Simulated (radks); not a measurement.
Values are calculated unless marked as measured or tabulated.
Valence configurations of V III (all share [Ar]). Code: a radial shooting solver on a logarithmic mesh with Libxc functionals. Model: scalar-relativistic Kohn-Sham, PBE, spin-polarised, spherical densities, point nucleus; open shells are filled with parallel spins first. Energies are relative to 3d3; eigenvalues in eV for spin up.

[
 {"valence": "3d3", "E (eV)": "0.000", "moment (Bohr magnetons)": "3", "e(3d)": "-22.343", "e(4p)": "-", "e(4s)": "-"},
 {"valence": "3d2.5 4p0.5", "E (eV)": "4.943", "moment (Bohr magnetons)": "3", "e(3d)": "-25.434", "e(4p)": "-14.585", "e(4s)": "-"},
 {"valence": "3d2 4s1", "E (eV)": "5.514", "moment (Bohr magnetons)": "3", "e(3d)": "-27.649", "e(4p)": "-", "e(4s)": "-20.607"},
 {"valence": "3d2 4p1", "E (eV)": "10.862", "moment (Bohr magnetons)": "3", "e(3d)": "-28.671", "e(4p)": "-15.829", "e(4s)": "-"},
 {"valence": "3d2.5 4s0.5", "E (eV)": "2.383", "moment (Bohr magnetons)": "3", "e(3d)": "-24.911", "e(4p)": "-", "e(4s)": "-19.414"},
 {"valence": "3d1 4s2", "E (eV)": "15.632", "moment (Bohr magnetons)": "1", "e(3d)": "-33.403", "e(4p)": "-", "e(4s)": "-22.175"},
 {"valence": "3d1 4s1 4p1", "E (eV)": "20.065", "moment (Bohr magnetons)": "3", "e(3d)": "-34.513", "e(4p)": "-17.696", "e(4s)": "-23.508"},
 {"valence": "3d1.5 4s1 4p0.5", "E (eV)": "12.235", "moment (Bohr magnetons)": "3", "e(3d)": "-31.031", "e(4p)": "-16.507", "e(4s)": "-22.085"},
 {"valence": "4s2 4p1", "E (eV)": "34.994", "moment (Bohr magnetons)": "1", "e(3d)": "-", "e(4p)": "-18.924", "e(4s)": "-25.096"}
]

NIST lists [Ar] 3d3 as the ground configuration; this level of theory agrees among the configurations tried. The energies are those of spherical high-spin densities, not of single terms.
